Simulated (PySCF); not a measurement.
# How methods differ on the excitation energy of Ne²⁺

Ne²⁺ [He] 2s2 2p4 (3P) → Ne²⁺ [He] 2s2 2p3 3s1 (5S), as a difference of total energies. All numbers are calculated (PySCF 2.14, the spin-free X2C one-electron Hamiltonian (Gaussian nucleus), in dyall-acv3z (15s9p4d2f, 76 functions)). Correlated levels: valence and next inner shell: nothing frozen; virtual orbitals above 40 to 60 times the deepest correlated orbital energy dropped. The calculations carry no spin-orbit coupling.

```csv
method,excitation energy (cm⁻¹)
UHF,300470
MP2 (valence and next inner shell),307900
SCS-MP2 (valence and next inner shell),309260
CCSD (valence and next inner shell),307680
CCSD(T) (valence and next inner shell),307690
```

A first-order spin-orbit estimate (lowest level to lowest level, LS coupling) adds 0.038 eV.

The promoted electron is Rydberg-like, and one or two diffuse shells describe it only roughly, which tends to raise the upper state.
